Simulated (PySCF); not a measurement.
**Energy of V²⁺ (vanadium, charge +2) between two integer charges**

The 3d alpha orbital of [Ar] 3d3 is emptied in steps (occupation f), with all orbitals relaxed, ending at [Ar] 3d2. Computed with PySCF 2.14 in x2c-TZVPall (6s5p4d1f, 48 functions), with the spin-free X2C one-electron Hamiltonian (Gaussian nucleus). The exact energy is a straight line in f; departures are measured from the line between the end points of the same method.

```json
{"f": "1", "BHandHLYP (eV)": "0.000", "wB97X (eV)": "0.000", "MN15 (eV)": "0.000"}
{"f": "0.9", "BHandHLYP (eV)": "-0.272", "wB97X (eV)": "-0.241", "MN15 (eV)": "-0.393"}
{"f": "0.7", "BHandHLYP (eV)": "-0.639", "wB97X (eV)": "-0.569", "MN15 (eV)": "-0.925"}
{"f": "0.5", "BHandHLYP (eV)": "-0.766", "wB97X (eV)": "-0.685", "MN15 (eV)": "-1.109"}
{"f": "0.3", "BHandHLYP (eV)": "-0.647", "wB97X (eV)": "-0.581", "MN15 (eV)": "-0.937"}
{"f": "0.1", "BHandHLYP (eV)": "-0.279", "wB97X (eV)": "-0.251", "MN15 (eV)": "-0.403"}
{"f": "0", "BHandHLYP (eV)": "0.000", "wB97X (eV)": "0.000", "MN15 (eV)": "0.000"}
```

Problem. For MN15, how does the orbital energy at f = 1 compare with the removal energy?

Solution. −ε = 25.152 eV against a total-energy difference of 29.506 eV. By Janak's theorem ε = ∂E/∂f, so the gap between them reflects the curvature. Along the path −ε is 25.993 (f = 0.9), 27.711 (f = 0.7), 29.472 (f = 0.5), 31.266 (f = 0.3), 33.082 (f = 0.1) eV.

| method | E(f=0) − E(f=1) (eV) | −ε at f=1 (eV) | −ε at f=0.5 (eV) |
| --- | --- | --- | --- |
| BHandHLYP | 29.680 | 26.674 | 29.655 |
| wB97X | 29.516 | 26.861 | 29.480 |
| MN15 | 29.506 | 25.152 | 29.472 |

Reference removal energy between the ground levels: 29.311 eV (measured; NIST Atomic Spectra Database, ionization energies). The calculation has no spin-orbit coupling. The determinant left behind need not be the lowest term of the ion.
